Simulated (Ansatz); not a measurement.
Job for Ansatz (an electronic-structure program): U-SVWN5/def2-TZVPP on ZrAl, 2S+1 = 4, a spin state set in the input, which need not be the lowest, a point of a bond scan (R = 2.748 Å). Elements past Kr take the def2 small-core potentials; no spin–orbit coupling.

Ansatz 0.2 input:
```yaml
crystal:
  periodic: [false, false, false]
  atoms:
    - {symbol: Zr, position_ang: [0.00000000, 0.00000000, 0.00000000]}
    - {symbol: Al, position_ang: [0.00000000, 0.00000000, 2.74812700]}
basis:
  gaussian:
    orbitals: def2-TZVPP
    pivot_positions_ang: [[0.00000000, 0.00000000, 0.00000000], [0.00000000, 0.00000000, 2.74812700]]
hamiltonian:
  xc: {name: SVWN5}
magnetization: {spin_polarized: true, initial_magnetization: 3}
output: {forces: true, orbitals: {seedname: ./end}}
```

The log:

```
WARN ansatz: RAYON_NUM_THREADS=2 ignored (pool sized by the plan → 2); use --threads N
Functional definition: SVWN5
integrals: 0.02 GiB planned
581 factors; their error is unknown
mean field: 0.28 GiB planned
mean field evaluation 1: about -7836.0069 eV, gradient 2.5e1 eV
mean field evaluation 2: about -7796.9190 eV, gradient 5.4e1 eV
mean field evaluation 4: about -7840.9045 eV, gradient 7.8e0 eV
mean field evaluation 8: about -7841.3653 eV, gradient 1.0e0 eV
mean field evaluation 16: about -7841.3454 eV, gradient 1.5e0 eV
mean field evaluation 32: about -7840.7193 eV, gradient 6.7e-1 eV
mean field evaluation 64: about -7841.2907 eV, gradient 1.0e0 eV
mean field evaluation 96: about -7841.3165 eV, gradient 2.0e0 eV
mean field evaluation 128: about -7840.2634 eV, gradient 7.3e0 eV
mean field evaluation 160: about -7841.0015 eV, gradient 4.0e0 eV
mean field evaluation 192: about -7841.2165 eV, gradient 2.0e0 eV
mean field -7841.39026057 eV, -288.1657769906 hartree, gradient 4.4e-6 eV, S^2 3.926845; 13 other end points of the search recorded, 0 dependent functions left out
the calculation of the forces begins
reference -7841.39028899 eV, -288.1657780352 hartree; 14, 11 occupied and 84, 87 virtual orbitals, 581 factors
Total energy: -7841.39028899 eV, -288.1657780352 hartree
Atom 0 at     0.000000     0.000000     0.000000 Å, force    -0.000000    -0.000000     0.353305 eV/Å
Atom 1 at     0.000000     0.000000     2.748127 Å, force     0.000000     0.000000    -0.353305 eV/Å
Dipole moment:     0.000000    -0.000000    -0.157393 e Å
```

Self-consistency was reached. Its determinant has ⟨S²⟩ = 3.93, a mixture of spin states.

Cost: about 13 core-seconds (a rough figure).
